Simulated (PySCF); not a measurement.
NICS in isomers of C4H9NO2Si2.

Definitions: NICS(0) = −σiso at the ring centroid; NICS(1) = −σiso and NICS(1)zz = −σzz at ±1 Å along the ring normal z. Level: GIAO PBE0/pcSseg-1 (PySCF, non-relativistic, gas phase) on the GFN2-xTB geometries, one conformer each. Atom numbers follow the mapped SMILES.

Question: Order these rings by mean NICS(1)zz, lowest (most negative) first (ppm).
A. ring C4–C5–N6–O7–C8 in `[SiH3:1][O:2][CH2:3][c:4]1[cH:5][n:6][o:7][c:8]1[SiH3:9]`
B. ring N5–C6–C7–C8–C9 in `[OH:1][Si@H:2]([O:3][SiH3:4])[n:5]1[cH:6][cH:7][cH:8][cH:9]1`
C. ring C4–Si5–O6–Si7–C8 in `[CH3:1]/[N:2]=[CH:3]\[C@H:4]1[SiH2:5][O:6][SiH2:7][C:8]1=[O:9]`

Answer: B (-29.7), A (-27.9), C (-0.5).

```
                       SMILES                                                      ring  NICS(0)  NICS(1)  NICS(1)zz  HOMA  rms pucker (Å)  ring atoms with four or more neighbours
      O[Si@H](O[SiH3])n1cccc1         5-membered ring with N; formal bonds all aromatic    -13.2    -11.1      -29.7  0.83            0.00                                        0
        [SiH3]OCc1cnoc1[SiH3]   5-membered ring with N and O; formal bonds all aromatic    -11.2    -11.4      -27.9  0.64            0.00                                        0
C/N=C\[C@H]1[SiH2]O[SiH2]C1=O  5-membered ring with O and 2 Si; formal bonds all single      2.2     -0.2       -0.5     –            0.14                                        3
```

NICS(0) gives the same order. The isotropic NICS(1) gives another order. HOMA uses Krygowski's 1993 parameters; it is left out where a ring has a four-coordinate atom, a triple bond, no multiple bond or a kind of bond without parameters. NICS(1) and NICS(1)zz are means over the two faces.
